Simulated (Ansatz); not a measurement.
A nudged elastic band was laid between two geometries of BrFH6O2W (11 atoms, charge 0, multiplicity 1).

All numbers below come from RKS BLYP-D4/def2-SVP (Ansatz 0.2.0).

```json
{
  "movable images": "7",
  "climbing image": "yes",
  "spring": "5.0 eV/Å²",
  "optimiser": "quadratic models (default)",
  "start path": "through a guess of the saddle point",
  "force threshold": "0.03 eV/Å",
  "iteration limit": "60",
  "end points": "relaxed"
}
```

First end point:

```xyz
11
Properties=species:S:1:pos:R:3
W 0.251 -0.141 -0.040
F 0.067 -0.110 1.842
O 2.062 -0.870 0.148
H 2.323 -1.806 0.229
H -0.836 1.213 0.138
H -1.472 -0.213 -0.109
H -0.327 -1.698 -0.399
O 0.397 0.498 -1.790
H -0.014 1.238 -2.275
Br 1.984 2.572 1.032
H 1.337 2.018 2.196
```

Last end point:

```xyz
11
Properties=species:S:1:pos:R:3
W 0.520 0.213 -0.346
F 0.519 0.945 2.980
O 1.460 -1.062 0.636
H 1.807 -1.969 0.545
H -0.705 0.653 0.721
H -0.899 -0.744 -0.348
H 0.305 -1.112 -1.412
O -0.043 1.146 -1.866
H -0.247 0.924 -2.793
Br 2.001 2.214 0.439
H 1.053 1.494 2.418
```

Which bonds break or form, and what moves?

Bonds broken: W1–F2, Br10–H11. Bonds formed: W1–Br10, F2–H11. BrFH6O2W becomes BrH5O2W + FH.

Give the energies along the band, and the barrier.

The forces met the threshold. The highest image is number 2 of 0 to 8, 12.0 kcal/mol above the first end and 13.1 kcal/mol above the last; the last end lies 1.2 kcal/mol below the first. The profile has 2 maxima (images 2, 4) with wells between them (image 3): this band takes more than one step, which may be the mechanism or a detour left from its start path. A vibrational analysis at the climbing image gives one clearly imaginary mode, 545i cm⁻¹: a first-order saddle point. The orbitals stay closed-shell, which can raise the energy where a bond breaks towards radicals; this wasn't checked here.

| image | path coordinate (Å) | energy (kcal/mol) | W1–F2 (Å) | Br10–H11 (Å) | W1–Br10 (Å) |
| --- | --- | --- | --- | --- | --- |
| 0 | 0.00 | 0.0 | 1.89 | 1.44 | 3.39 |
| 1 | 0.88 | 1.6 | 1.92 | 1.45 | 3.37 |
| 2 | 1.76 | 12.0 | 2.13 | 1.70 | 2.94 |
| 3 | 2.42 | 7.4 | 2.38 | 2.11 | 2.70 |
| 4 | 3.07 | 7.9 | 2.56 | 2.30 | 2.67 |
| 5 | 3.73 | 6.7 | 2.80 | 2.38 | 2.65 |
| 6 | 4.38 | 2.3 | 2.99 | 2.39 | 2.63 |
| 7 | 5.04 | -0.4 | 3.23 | 2.34 | 2.62 |
| 8 | 5.69 | -1.2 | 3.41 | 2.31 | 2.61 |

What is the geometry of the highest image?


```xyz
11
Properties=species:S:1:pos:R:3
W 0.334 0.168 -0.165
F 0.290 0.056 1.958
O 2.114 -0.589 0.138
H 2.208 -1.543 0.332
H -0.764 1.402 0.331
H -1.330 -0.051 0.143
H -0.142 -1.469 -0.174
O 0.158 0.534 -1.942
H 0.196 0.792 -2.878
Br 1.751 2.337 1.217
H 0.957 1.066 2.013
```

The band took 34 iterations and of the order of 40 core-minutes.

The run took 12 min on 4 threads of Intel(R) Xeon(R) Platinum 8259CL CPU @ 2.50GHz (Skylake/Cascade Lake), on a shared host, peak memory 0.25 GiB.
